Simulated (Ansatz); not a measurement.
C2H5NSi can be A, `N#CC[SiH3]`, or B, `C#CN[SiH3]`.

Isolated molecules relaxed with PBE0-D4/def2-TZVP in Ansatz; ΔE leaves out vibrations. CBS: MP2 limit from def2 TZ/QZ plus the TZ coupled-cluster correction, frozen cores. DFT in def2-TZVPP. B3LYP here is the variant with VWN-RPA as its local correlation; programs differ in this.

A:

```xyz
9

N     0.9747    1.2857   -2.1831
C     0.7481    0.4589   -1.4156
C     0.4360   -0.5442   -0.4254
Si   -0.6549    0.1552    0.9650
H     1.3624   -0.9335    0.0065
H    -0.0824   -1.3810   -0.9021
H    -0.9180   -0.9456    1.9259
H     0.0635    1.2611    1.6409
H    -1.9295    0.6435    0.3878
```

B:

```xyz
9

C     2.067   -1.068   -0.415
C     1.176   -0.261   -0.427
N     0.152    0.600   -0.406
Si   -1.323    0.309    0.472
H     2.862   -1.773   -0.412
H     0.278    1.450   -0.933
H    -2.166    1.502    0.214
H    -1.993   -0.922   -0.016
H    -1.054    0.163    1.924
```

Problem. Which is lower in electronic energy at CCSD(T)/CBS, and by how much? (An estimate is asked.)

Solution. Ansatz gave: A, by 116.4 kJ/mol.

Problem. Give E(B) − E(A) in kJ/mol with B3LYP-D4, CCSD(T)/def2-SVP, CCSD(T)/def2-TZVPP, BLYP-D4, B3LYP, ωB97M-V, PBE-D4. (Best estimate.)

Solution. Ansatz gave: B3LYP-D4 110.5, CCSD(T)/def2-SVP 140.6, CCSD(T)/def2-TZVPP 126.1, BLYP-D4 112.2, B3LYP 110.8, ωB97M-V 116.4, PBE-D4 114.9. None reverses the order clearly.

Problem. Does the order hold for the free energy at 298.15 K (harmonic terms from PBE0-D4)? (An estimate is asked.)

Solution. Ansatz gave: Yes: G(B) − G(A) = +112.2 kJ/mol.

Largest T1 diagnostic: 0.013.

In def2-TZVPP, CCSD(T) changes the Hartree–Fock value by +5.5 kJ/mol (the triples alone add +1.0 kJ/mol) and MP2 by +3.5 kJ/mol. Leaving LDA and LC-ωPBE aside and taking each functional with its dispersion term where it has one, the values, not all of them listed here, spread over 12.2 kJ/mol, from CAM-B3LYP-D4 to ωB97X-V. LDA lies −21.0 kJ/mol from PBE without D4.
